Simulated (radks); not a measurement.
Numerical settings for the scandium ion Sc8+, [Ne] 3s2 3p1. Calculated with a radial shooting solver on a logarithmic mesh with Libxc functionals: scalar-relativistic Kohn-Sham, BLYP, spin-polarised, spherical densities, finite nucleus; open shells are filled with parallel spins first; Fermi nuclear charge, rms radius 3.5459 fm. The defaults (mesh step 0.008 in ln r, mesh end at 40 bohr or more with all orbitals vanishing there, Anderson mixing 0.5 over 9 steps, residual threshold near 1e-9 with the energy settled to 1e-9 hartree or 1e-11 of itself, here a cap of 51 iterations) give E = -741.6895 hartree and 3p at -169.39 eV in 18 iterations. Run on one thread of a shared host, so times are rough (Arm Neoverse N1): 0.16 s of CPU time, 0.16 s wall, 18 iterations on 2189 mesh points. Changes against that run (0 stands for a change within the tolerance of the run):

\begin{tabular}{lrrrrr}
setting & iterations & converged & E (mhartree) & e(3p) (meV) & CPU (s) \\ \hline
mesh step in ln r 0.02 & 14 & yes & 0 & 0 & 0.07 \\
mesh step in ln r 0.005 & 34 & yes & 0 & 0 & 0.39 \\
mesh step in ln r 0.003 & 51 & no & 0 & 0 & 0.9 \\
mesh end (bohr) 3 & 18 & yes & +1.28 & +35.9 & 0.14 \\
mesh end (bohr) 1 & 22 & level above zero & +1.84e+04 & +1.78e+05 & 0.22 \\
residual threshold 0.001 & 9 & yes & +0.00011 & -0.109 & 0.1 \\
residual threshold 1e-16 & 51 & no & 0 & 0 & 0.32 \\
mixing 0.01 & 34 & yes & 0 & 0 & 0.27 \\
linear mixing, mixing 0.05 & 51 & no & +7.07 & -4e+03 & 0.45 \\
linear mixing, mixing 0.2 & 51 & no & 0 & -0.295 & 0.41 \\
mixing history 2 & 51 & no & 0 & -0.635 & 0.37 \\
iteration cap 8 & 8 & no & +0.00011 & -0.109 & 0.08 \\
\end{tabular}

Settled on a wrong energy, with an occupied level pushed above zero by the early mesh end: mesh end (bohr) 1 (+18.4 hartree). Apart from these: settings that end as converged yet miss the energy by more than 1 mhartree: mesh end (bohr) 3 (+0.00128 hartree). A mesh that ends early acts as a hard wall.
